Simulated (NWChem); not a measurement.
System: C3H6Si; SMILES C(#C[SiH3])C

Here is an NWChem input.

```
start job
memory heap 200 mb stack 900 mb global 1100 mb
geometry units angstroms noautoz
  C      2.649785    -0.142153    -0.343984
  C      1.212838    -0.065170    -0.157261
  C      0.005238    -0.001089    -0.001690
  Si    -1.803395     0.096612     0.233986
  H      3.150563     0.745355     0.073648
  H      2.905313    -0.203114    -1.413497
  H      3.065563    -1.031661     0.154736
  H     -2.497517    -0.824684    -0.714395
  H     -2.278171     1.490304    -0.015212
  H     -2.159189    -0.292867     1.630956
end
basis spherical
  C library sto-3g
  Si library sto-3g
  H library sto-3g
end
dft
  xc xpbe96 cpbe96
  iterations 150
  mulliken
end
task dft energy
```

Output (shortened):

```
             Northwest Computational Chemistry Package (NWChem) 7.3.0
             --------------------------------------------------------

 C1  symmetry detected

                             Geometry "geometry" -> ""
                             -------------------------

 Output coordinates in angstroms (scale by  1.889725989 to convert to a.u.)

  No.       Tag          Charge          X              Y              Z
 ---- ---------------- ---------- -------------- -------------- --------------
    1 C                    6.0000     0.00001889    -2.67188086     0.00011335
    2 C                    6.0000    -0.00020600    -1.22080937     0.00022632
    3 C                    6.0000     0.00021089    -0.00154535    -0.00101673
    4 Si                  14.0000    -0.00003170     1.82499251     0.00015463
    5 H                    1.0000     0.24122085    -3.06699962     0.99939726
    6 H                    1.0000     0.74542387    -3.06560931    -0.70856019
    7 H                    1.0000    -0.98587422    -3.06675751    -0.29127069
    8 H                    1.0000     0.14615937     2.34157502    -1.39332621
    9 H                    1.0000     1.13495084     2.33713108     0.82442279
   10 H                    1.0000    -1.28157960     2.33617860     0.57123449

 Effective nuclear repulsion energy (a.u.)     130.3340930694

  pbe96 is a nonlocal functional; adding pw91lda local functional.

                                 NWChem DFT Module
                                 -----------------

 Summary of "ao basis" -> "ao basis" (spherical)
 ------------------------------------------------------------------------------
       Tag                 Description            Shells   Functions and Types
 ---------------- ------------------------------  ------  ---------------------
 C                           sto-3g                  3        5   2s1p
 Si                          sto-3g                  5        9   3s2p
 H                           sto-3g                  1        1   1s

            General Information
            -------------------
          SCF calculation type: DFT
          Wavefunction type:  closed shell.
          No. of atoms     :    10
          No. of electrons :    38
           Alpha electrons :    19
            Beta electrons :    19
          Charge           :     0
          Spin multiplicity:     1
          Use of symmetry is: off; symmetry adaption is: off
          Maximum number of iterations: 150
          AO basis - number of functions:    30
                     number of shells:    20
          Convergence on energy requested:  1.00D-06
          Convergence on density requested:  1.00D-05
          Convergence on gradient requested:  5.00D-04

              XC Information
              --------------
          PerdewBurkeErnzerhof Exchange Functional  1.000
            Perdew 1991 LDA Correlation Functional  1.000 local
           PerdewBurkeErnz. Correlation Functional  1.000 non-local

             Grid Information
             ----------------
          Grid used for XC integration:  medium
          Radial quadrature: Mura-Knowles
          Angular quadrature: Lebedev.
          Tag              B.-S. Rad. Rad. Pts. Rad. Cut. Ang. Pts.
          ---              ---------- --------- --------- ---------
          C                   0.70       49          12.0       434
          Si                  1.10       88          12.0       590
          H                   0.35       45          12.0       434
          Grid pruning is: on
          Number of quadrature shells:   505
          Spatial weights used:  Erf1

      Superposition of Atomic Density Guess
      -------------------------------------

 Sum of atomic energies:        -399.78517981

      Non-variational initial energy
      ------------------------------

 Total energy =    -400.416069
 1-e energy   =    -814.999528
 2-e energy   =     284.249366
 HOMO         =      -0.134888
 LUMO         =       0.289938

     ---------------------------------------------
      Total Density - Mulliken Population Analysis
     ---------------------------------------------

    Atom       Charge   Shell Charges
 -----------   ------   -------------------------------------------------------
    1 C    6     6.03   1.99  1.26  2.77
    2 C    6     6.08   2.00  1.24  2.84
    3 C    6     6.44   2.00  1.39  3.05
    4 Si  14    13.06   2.00  1.99  5.88  1.23  1.96
    5 H    1     0.94   0.94
    6 H    1     0.94   0.94
    7 H    1     0.94   0.94
    8 H    1     1.19   1.19
    9 H    1     1.19   1.19
   10 H    1     1.19   1.19

   convergence    iter        energy       DeltaE   RMS-Dens  Diis-err
 ---------------- ----- ----------------- --------- --------- ---------
 d= 0,ls=0.0,diis     1   -402.2163353785 -5.33D+02  3.29D-02  2.85D-01
 d= 0,ls=0.0,diis     2   -402.2196890992 -3.35D-03  2.29D-02  2.56D-01
 d= 0,ls=0.0,diis     3   -402.2266714338 -6.98D-03  1.41D-02  2.33D-01
 d= 0,ls=0.0,diis     4   -402.2554135262 -2.87D-02  3.83D-03  2.30D-02
 d= 0,ls=0.0,diis     5   -402.2586841270 -3.27D-03  3.27D-04  6.64D-05
  Resetting Diis
 d= 0,ls=0.0,diis     6   -402.2586955298 -1.14D-05  4.80D-05  2.57D-06
 d= 0,ls=0.0,diis     7   -402.2586959056 -3.76D-07  1.02D-05  1.19D-08
 d= 0,ls=0.0,diis     8   -402.2586959004  5.20D-09  7.07D-06  5.24D-08

         Total DFT energy =     -402.258695900361
      One electron energy =     -813.142061772162
           Coulomb energy =      319.649545008283
    Exchange-Corr. energy =      -39.100272205900
 Nuclear repulsion energy =      130.334093069418

 Numeric. integr. density =       37.999990433393

                       DFT Final Molecular Orbital Analysis
                       ------------------------------------

[...]
```

Level: PBE/STO-3G. The geometry was optimised at PBE0/def2-SVP.
